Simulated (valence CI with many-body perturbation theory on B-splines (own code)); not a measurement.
# Ir53+: E2, M1 decay

Computed by relativistic CI+MBPT: six valence electrons over a frozen Dirac-Fock core [Ar], radial functions for each j: 7 s, 7 p, 8 d, 6 f, 4 g, 1 h, with the one-electron correlation potential Σ1, the two-electron term Σ2, the three-electron term Σ3, Breit, model QED; selected CI, second order for the rest, scaled by the run's own slope (own B-spline code, finite nucleus).

No measured spectrum was set against this ion. As an estimate, large intervals hold to a few tenths of a per cent, small ones and those within an open d or f shell to about a per cent. Core correlation moves these levels by up to 17000 cm⁻¹, and in measured spectra 5 to 20 % of such shifts remained as error; rates that hang on mixing are uncertain with them. Among the levels kept, up to 1100 cm⁻¹ of a level comes from second order outside the variational space, and about a tenth of that is noise between levels of different J, which matters for small intervals. The list stops below the first excitations out of the core. Only levels of the ground parity were solved; by the run's estimate the other parity begins above the list, which can be wrong where configurations are misplaced.

Lines 1 to 50 of 99 in falling wavelength, among levels below 270.74 eV, chosen from the decays that carry over 1 % of a level's rate. Wavelengths and rates use the calculated energies. Electric multipoles are in the length gauge with retardation, E1 and E2 with the static RPA response of the core. M1 uses the relativistic operator with retardation. Weak lines are less certain than strong ones. Lines between different terms over intervals too small for the method are left out, as are lines whose strength nearly cancels. The highest levels of a list are the least certain. Branching is blank where the lifetime is uncertain.

Levels are named by their leading jj configuration (3d3/2^4 stands for four electrons in 3d with j = 3/2), which in mixed levels can hold well under half, so a name can repeat and another be missing. Letters in brackets count levels of one name in rising energy.

```csv
λ vac (nm),Upper,Lower,Type,A (s⁻¹),Branch %
149.8,(3d3/2^4 3d5/2^2) J=2,(3d3/2^4 3d5/2^2) J=4,E2,2.42e-02,100.0
85.04,(3d3/2^3 3d5/2^3) J=4 [b],(3d3/2^3 3d5/2^3) J=3 [b],M1,3.44e+03,3.3
79.03,(3d3/2^3 3d5/2^3) J=2 [b],(3d3/2^3 3d5/2^3) J=3 [b],M1,1.18e+04,1.9
63.42,(3d3/2^4 3d5/2^2) J=0,(3d3/2^4 3d5/2^2) J=2,E2,6.48e+00,100.0
54.80,(3d3/2^3 3d5/2^3) J=0,(3d3/2^3 3d5/2^3) J=1 [a],M1,6.88e+04,
52.55,(3d3/2^3 3d5/2^3) J=4 [b],(3d3/2^3 3d5/2^3) J=5,M1,9.31e+03,9.0
43.16,(3d3/2^3 3d5/2^3) J=1 [b],(3d3/2^3 3d5/2^3) J=1 [a],M1,4.12e+04,1.5
39.00,(3d3/2^3 3d5/2^3) J=4 [b],(3d3/2^3 3d5/2^3) J=4 [a],M1,2.30e+04,22.1
36.41,(3d3/2^3 3d5/2^3) J=2 [b],(3d3/2^3 3d5/2^3) J=3 [a],M1,5.66e+04,9.0
23.71,(3d3/2^2 3d5/2^4) J=0 [a],(3d3/2^3 3d5/2^3) J=1 [b],M1,3.20e+05,2.2
22.62,(3d3/2^3 3d5/2^3) J=1 [a],(3d3/2^4 3d5/2^2) J=0,M1,7.88e+05,11.3
21.68,(3d3/2^2 3d5/2^4) J=3 [a],(3d3/2^3 3d5/2^3) J=3 [c],M1,1.03e+05,1.0
21.34,(3d3/2^2 3d5/2^4) J=0 [b],(3d3/2^2 3d5/2^4) J=1,M1,2.70e+05,3.7
21.15,(3d3/2^2 3d5/2^4) J=3 [a],(3d3/2^3 3d5/2^3) J=2 [b],M1,2.53e+05,2.6
20.45,(3d3/2^2 3d5/2^4) J=5,(3d3/2^3 3d5/2^3) J=4 [b],M1,6.99e+05,11.5
19.14,(3d3/2^2 3d5/2^4) J=2 [a],(3d3/2^3 3d5/2^3) J=3 [b],M1,1.68e+05,1.3
18.54,(3d3/2^2 3d5/2^4) J=3 [b],(3d3/2^3 3d5/2^3) J=2 [b],M1,2.40e+05,3.6
18.24,(3d3/2^2 3d5/2^4) J=3 [b],(3d3/2^3 3d5/2^3) J=4 [b],M1,1.34e+06,20.0
17.93,(3d3/2^3 3d5/2^3) J=3 [a],(3d3/2^4 3d5/2^2) J=2,M1,1.53e+06,24.4
17.91,(3d3/2^2 3d5/2^4) J=1,(3d3/2^3 3d5/2^3) J=2 [b],M1,1.14e+06,13.9
17.89,(3d3/2^2 3d5/2^4) J=1,(3d3/2^3 3d5/2^3) J=1 [b],M1,1.26e+06,15.3
17.80,(3d3/2^2 3d5/2^4) J=4 [b],(3d3/2^3 3d5/2^3) J=3 [c],M1,2.26e+05,4.5
17.50,(3d3/2^2 3d5/2^4) J=4 [a],(3d3/2^3 3d5/2^3) J=3 [b],M1,3.59e+05,3.4
17.17,(3d3/2^2 3d5/2^4) J=4 [b],(3d3/2^3 3d5/2^3) J=4 [b],M1,6.08e+04,1.2
17.05,(3d3/2^2 3d5/2^4) J=2 [b],(3d3/2^3 3d5/2^3) J=2 [b],M1,2.26e+05,3.9
17.03,(3d3/2^2 3d5/2^4) J=2 [b],(3d3/2^3 3d5/2^3) J=1 [b],M1,1.05e+05,1.8
16.93,(3d3/2 3d5/2^5) J=2,(3d3/2^2 3d5/2^4) J=2 [c],M1,7.61e+05,5.5
16.68,(3d3/2^2 3d5/2^4) J=3 [a],(3d3/2^3 3d5/2^3) J=3 [b],M1,4.25e+05,4.3
16.67,(3d3/2^3 3d5/2^3) J=1 [a],(3d3/2^4 3d5/2^2) J=2,M1,6.21e+06,88.7
16.44,(3d3/2^2 3d5/2^4) J=1,(3d3/2^3 3d5/2^3) J=0,M1,1.60e+06,19.4
16.34,(3d3/2^2 3d5/2^4) J=3 [a],(3d3/2^3 3d5/2^3) J=2 [a],M1,1.38e+06,14.0
16.01,(3d3/2^3 3d5/2^3) J=3 [a],(3d3/2^4 3d5/2^2) J=4,M1,4.73e+06,75.6
15.91,(3d3/2^2 3d5/2^4) J=2 [a],(3d3/2^3 3d5/2^3) J=1 [a],M1,3.00e+06,22.7
15.78,(3d3/2^3 3d5/2^3) J=4 [a],(3d3/2^4 3d5/2^2) J=4,M1,5.53e+06,100.0
15.52,(3d3/2^2 3d5/2^4) J=4 [a],(3d3/2^3 3d5/2^3) J=5,M1,1.58e+06,15.1
15.30,(3d3/2^2 3d5/2^4) J=0 [a],(3d3/2^3 3d5/2^3) J=1 [a],M1,1.44e+07,97.8
15.02,(3d3/2^2 3d5/2^4) J=3 [b],(3d3/2^3 3d5/2^3) J=3 [b],M1,2.77e+06,41.1
14.91,(3d3/2^2 3d5/2^4) J=2 [a],(3d3/2^3 3d5/2^3) J=3 [a],M1,9.91e+06,75.1
14.84,(3d3/2^3 3d5/2^3) J=1 [b],(3d3/2^4 3d5/2^2) J=0,M1,2.45e+06,88.9
14.82,(3d3/2^2 3d5/2^4) J=2 [c],(3d3/2^3 3d5/2^3) J=3 [c],M1,2.83e+06,31.3
14.74,(3d3/2^2 3d5/2^4) J=3 [b],(3d3/2^3 3d5/2^3) J=2 [a],M1,1.72e+06,25.5
14.72,(3d3/2^2 3d5/2^4) J=5,(3d3/2^3 3d5/2^3) J=5,M1,1.65e+06,27.3
14.69,(3d3/2^2 3d5/2^4) J=5,(3d3/2^3 3d5/2^3) J=6,M1,3.35e+06,55.3
14.60,(3d3/2 3d5/2^5) J=4,(3d3/2^2 3d5/2^4) J=3 [b],M1,2.19e+06,15.2
14.57,(3d3/2^2 3d5/2^4) J=2 [c],(3d3/2^3 3d5/2^3) J=2 [b],M1,3.15e+06,34.8
14.55,(3d3/2^2 3d5/2^4) J=2 [c],(3d3/2^3 3d5/2^3) J=1 [b],M1,1.49e+06,16.5
14.49,(3d3/2 3d5/2^5) J=2,(3d3/2^2 3d5/2^4) J=2 [b],M1,2.23e+06,16.1
14.42,(3d3/2^3 3d5/2^3) J=2 [a],(3d3/2^4 3d5/2^2) J=2,M1,3.63e+06,99.9
14.34,(3d3/2^2 3d5/2^4) J=1,(3d3/2^3 3d5/2^3) J=2 [a],M1,1.17e+06,14.2
14.32,(3d3/2^3 3d5/2^3) J=6,(3d3/2^4 3d5/2^2) J=4,E2,7.98e+01,100.0
```
